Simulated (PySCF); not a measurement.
Species: `O=C(O)c1cccc(O)c1` (3-hydroxybenzoic acid). The columns A, B, C and D hold Mulliken, IAO, Hirshfeld and ESP-fitted charges (e) of one PBE0/pcSseg-1 density (PySCF), in a shuffled order. Coordinates in Å (GFN2-xTB); the density's dipole moment is (-0.05, 0.79, -0.09) D.

| atom | x | y | z | A | B | C | D |
| --- | --- | --- | --- | --- | --- | --- | --- |
| O1 | 2.511 | -1.585 | -0.247 | -0.273 | -0.476 | -0.538 | -0.414 |
| C2 | 2.115 | -0.447 | -0.322 | +0.206 | +0.525 | +0.654 | +0.607 |
| O3 | 2.939 | 0.571 | -0.613 | -0.165 | -0.481 | -0.612 | -0.372 |
| C4 | 0.713 | -0.031 | -0.109 | -0.022 | -0.056 | +0.142 | -0.430 |
| C5 | 0.311 | 1.297 | -0.211 | -0.056 | -0.158 | -0.294 | +0.048 |
| C6 | -1.018 | 1.620 | -0.002 | -0.042 | -0.141 | -0.085 | -0.058 |
| C7 | -1.944 | 0.641 | 0.305 | -0.055 | -0.173 | -0.319 | -0.071 |
| C8 | -1.544 | -0.691 | 0.408 | +0.079 | +0.218 | +0.505 | +0.200 |
| O9 | -2.482 | -1.623 | 0.711 | -0.182 | -0.471 | -0.596 | -0.380 |
| C10 | -0.214 | -1.022 | 0.201 | -0.069 | -0.194 | -0.484 | +0.003 |
| H11 | 3.839 | 0.233 | -0.741 | +0.189 | +0.376 | +0.447 | +0.245 |
| H12 | 1.035 | 2.059 | -0.451 | +0.046 | +0.170 | +0.190 | +0.084 |
| H13 | -1.340 | 2.648 | -0.078 | +0.056 | +0.161 | +0.152 | +0.097 |
| H14 | -2.982 | 0.882 | 0.468 | +0.056 | +0.168 | +0.200 | +0.104 |
| H15 | -2.074 | -2.497 | 0.752 | +0.185 | +0.367 | +0.438 | +0.241 |
| H16 | 0.128 | -2.046 | 0.275 | +0.046 | +0.166 | +0.200 | +0.096 |

Question: Which column most likely holds the ESP-fitted charges?

Answer: C. Σ q r misses the density's dipole by 0.03 D (C), 0.52 D (A), 0.58 D (B), 1.37 D (D). Charges fitted to the outside potential are the only set here that is tied to the molecule's multipoles.

Question: And the Hirshfeld charges?

Answer: A. The mean sizes are 0.108 e (A), 0.216 e (D), 0.269 e (B), 0.366 e (C), and Hirshfeld charges are commonly the smallest of these schemes.

As computed, A = Hirshfeld, B = IAO, C = ESP-fitted, D = Mulliken. Hydrogens on carbon: Hirshfeld +0.05 to +0.06, IAO +0.16 to +0.17, ESP-fitted +0.15 to +0.20, Mulliken +0.08 to +0.10 e.

The ESP scheme fits charges at the nuclei, held to the total charge, to the electrostatic potential on points at 1.4 to 2.0 times the van der Waals radii. The Mulliken scheme gives each basis function's population to the atom it is centred on and halves the overlap population of two atoms between them.

The structure is a single GFN2-xTB conformer in the gas phase; no vibrational or solvent corrections.

These values come from a run that also computed NMR shieldings. Hardware: one thread, Arm Neoverse V1, shared host. Cost: 32 s.

Shape of the structure used: `[O:1]=[C:2]([OH:3])[c:4]1[cH:5][cH:6][cH:7][c:8]([OH:9])[cH:10]1`: O1–C2–C4–C5 180°, H–O3–C2–O1 0°, H–O9–C8–C7 180°.
